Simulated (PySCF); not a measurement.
Positional isomers: azulene silyl. Gas-phase values, no solvent. Strings in code marks are SMILES.

The HOMO from two functionals at the same geometries (PBE0-D3(BJ)/def2-SVP), both in PySCF: PBE-D3(BJ)/def2-TZVP and PBE0-D3(BJ)/def2-TZVP. 

```json
[
 {"species": "`[SiH3]c1cc2cccccc-2c1`", "PBE0-D3(BJ)/def2-TZVP (eV)": "-5.84"},
 {"species": "`c1cc2cccc-2ccc1[SiH3]`", "PBE0-D3(BJ)/def2-TZVP (eV)": "-5.83"},
 {"species": "`[SiH3]c1ccc2cccccc1-2`", "PBE0-D3(BJ)/def2-TZVP (eV)": "-5.89"},
 {"species": "`c1cc2cccc-2cc([SiH3])c1`", "PBE0-D3(BJ)/def2-TZVP (eV)": "-5.85"},
 {"species": "`c1cc([SiH3])c2cccc-2cc1`", "PBE0-D3(BJ)/def2-TZVP (eV)": "-5.84"}
]
```

Question: What does PBE-D3(BJ)/def2-TZVP give for each?

Answer: 
- `[SiH3]c1cc2cccccc-2c1`: -5.06
- `c1cc2cccc-2ccc1[SiH3]`: -5.05
- `[SiH3]c1ccc2cccccc1-2`: -5.11
- `c1cc2cccc-2cc([SiH3])c1`: -5.08
- `c1cc([SiH3])c2cccc-2cc1`: -5.06
Over these rows, drawn at random from the members with no instability flagged (it was tested for open shells, ions and some series alone), PBE minus PBE0-D3(BJ): mean +0.78 eV, from +0.77 eV to +0.78 eV.
